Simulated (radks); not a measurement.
Task: Species: the manganese ion Mn3+. Configuration: [Ne] 3s2 3p5 3d4 4d1 (not the ground configuration). All-electron calculation, scalar-relativistic Kohn-Sham, PBE, spin-polarised, spherical densities, point nucleus; open shells are filled with parallel spins first. Program: a radial shooting solver on a logarithmic mesh with Libxc functionals. Some entries of the table are withheld. Estimate them.

| orbital | occ. | eigenvalue (Ry) | <r^2> (bohr^2) |
|---|---|---|---|
| 1s up | 1 | -476.4947 | 0.004988 |
| 1s down | 1 | -476.4616 | 0.004987 |
| 2s up | 1 | -58.52772 | 0.09232 |
| 2s down | 1 | -58.33440 | 0.09187 |
| 2p up | 3 | -50.17195 | 0.07517 |
| 2p down | 3 | -50.00542 | 0.07472 |
| 3s up | 1 | -10.02841 | 0.7936 |
| 3s down | 1 | -9.50502 | 0.8056 |
| 3p up | 3 | -7.68474 | (1) |
| 3p down | 2 | -7.17451 | (2) |
| 3d up | 4 | -4.00109 | 1.135 |
| 3d down | 0 | -3.52425 | 1.225 |
| 4s up | 0 | -2.62296 | 5.512 |
| 4p up | 0 | -2.08013 | 7.063 |
| 4d up | 1 | -1.33545 | 11.89 |

Result: 
(1) 3p up <r^2> (bohr^2): 0.8794
(2) 3p down <r^2> (bohr^2): 0.9009
